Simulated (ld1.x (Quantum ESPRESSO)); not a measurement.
## chlorine (Cl): one change to an ultrasoft potential, before and after

- Element: chlorine (Cl)
- Generator: ld1.x (Quantum ESPRESSO) 7.5
- Type: ultrasoft
- Functional: revPBE
- Relativity: non-relativistic
- Frozen core: [Ne]
- Valence charge: 7
- Reference configuration: 3s2 3p5
- Partial waves: 3s (bound): rcut 0.80, rcutus 1.10 bohr; 3s channel at -1.15 Ry: rcut 0.80, rcutus 1.10 bohr; 3p (bound): rcut 1.05, rcutus 1.40 bohr; 3p channel at 0.05 Ry: rcut 1.05, rcutus 1.40 bohr
- Local potential: all-electron potential smoothed inside 1.20 bohr (lloc = -2)
- Core correction: none
- Augmentation charge: PSQ, inside the norm-conserving radii

All-electron outer shells of the reference configuration (revPBE, non-relativistic, ld1.x):

```tsv
shell	level (eV)	outermost node (bohr)	outermost maximum (bohr)
2p	-191.51	–	0.30
3s	-20.51	0.56	1.29
3p	-8.57	0.53	1.43
```

Change: all radii scaled by about 1.26 (s 1.38, p 1.76 bohr, rcut 1.00/1.32); local potential all-electron potential smoothed inside 1.52 bohr (lloc = -2).

Cutoffs: the cutoffs (Ry, on a coarse ladder) from which the occupation-weighted sum of valence levels, in a spherical-Bessel basis at the reference potential, stays within 10 and 1 mRy of its value at 400 Ry; they do not see the model core or the augmentation charge, which bear on the density cutoff. Errors are all-electron minus pseudo energies relative to the spin-unpolarised reference configuration.

**Question.** What does the change do?

**Answer.** The potential gets softer (30 Ry and 60 Ry → 21 Ry and 40 Ry); the bound ghost in s disappears; of the 7 tests that both files solve, the error grows in 5 and shrinks in 0 by more than 15 % and 0.3 meV (median size 1.0 → 17.4 meV). A larger radius leaves more room for a smooth pseudo-wave, so fewer plane waves are needed. More of the atom is replaced by a form fitted at one configuration, so other configurations suffer.

| quantity | base | changed |
| --- | --- | --- |
| cutoff, loose | 30 Ry | 21 Ry |
| cutoff, tight | 60 Ry | 40 Ry |
| loose cutoff by channel (10 mRy a level) | s 18 Ry, p 15 Ry | s 12 Ry, p 15 Ry |
| bound ghosts | s | none |
| error for 3s2 3p4, meV [ΔE 13.86 eV] | -0.6 | +2.0 |
| error for 3s2 3p3, meV [ΔE 39.30 eV] | -1.0 | +17 |
| error for 3s2 3p2, meV [ΔE 77.59 eV] | -15 | +74 |
| error for 3s2 3p5.3, meV [ΔE -2.13 eV] | +0.1 | 0.0 |
| error for 3s2 3p4.5, meV [ΔE 5.57 eV] | -0.2 | +0.3 |
| error for 3s1 3p6, meV [ΔE 11.99 eV] | +4.1 | +72 |
| error for 3s1 3p5, meV [ΔE 26.39 eV] | -1.7 | +58 |
| lowest overlap eigenvalue by channel | s 0.61, p 0.78 | s 0.46, p 0.88 |

 A true bound ghost makes a file unfit for plane-wave use even where its test errors are small: the radial tests pick states by their node count and pass the ghost by.
